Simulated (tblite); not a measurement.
Isomers of C6H15NOSi. All values are computed: GFN2-xTB (tblite) harmonic vibrations without scaling, gas phase. Against measured fundamentals such values can be off by several per cent, at times by over 20. Modes of hydrogen on silicon can be 10 to 20 % off. One conformer each.

Electronic energies: GFN2-xTB at the same geometries; isomer energies are rough at this level and their order can be wrong.

```csv
SMILES,"electronic energy, lowest = 0 (kcal/mol)"
CC(C)[Si@H](C)CC(N)=O,15.9
N[SiH2]COC1CCCC1,0.0
[H]/N=C/C(C)(C)[SiH2]COC,45.5
C/C=C/[Si@H](COC)NC,36.9
CC[C@@H]1C[C@@H](OC)[Si@@H]1N,24.5
```

Task: How do GFN2-xTB zero-point energies change the relative energies?

Result: 
```csv
SMILES,ZPE (kcal/mol),of it from modes above 1550 cm⁻¹,electronic (kcal/mol),"with ZPE, lowest = 0 (kcal/mol)",lowest mode (cm⁻¹),rings
N[SiH2]COC1CCCC1,126.8,62.8,0.0,0.0,27,1
CC(C)[Si@H](C)CC(N)=O,126.0,67.4,15.9,15.0,29,0
CC[C@@H]1C[C@@H](OC)[Si@@H]1N,127.1,64.0,24.5,24.7,29,1
C/C=C/[Si@H](COC)NC,125.0,65.5,36.9,35.0,14,0
[H]/N=C/C(C)(C)[SiH2]COC,124.0,64.5,45.5,42.7,36,0
```

The zero-point energies span 3.1 kcal/mol, from `[H]/N=C/C(C)(C)[SiH2]COC` to `CC[C@@H]1C[C@@H](OC)[Si@@H]1N`. The order is unchanged.

Task: What do entropy and thermal enthalpy add at 298.15 K and 1 bar (rigid rotor, harmonic oscillator, one conformer each)?

Result: 
```
                       SMILES  point group  symmetry number  S (cal/(mol K))  H − H(0) (kcal/mol)  ZPE + H − H(0) − TS (kcal/mol)
             N[SiH2]COC1CCCC1           C1                1            107.9                 7.76                           102.4
        CC(C)[Si@H](C)CC(N)=O           C1                1            115.2                 9.02                           100.6
CC[C@@H]1C[C@@H](OC)[Si@@H]1N           C1                1            109.0                 8.35                           102.9
     [H]/N=C/C(C)(C)[SiH2]COC           C1                1            113.3                 8.84                            99.1
```

Not tabulated: `C/C=C/[Si@H](COC)NC` (lowest mode only 14 cm⁻¹).
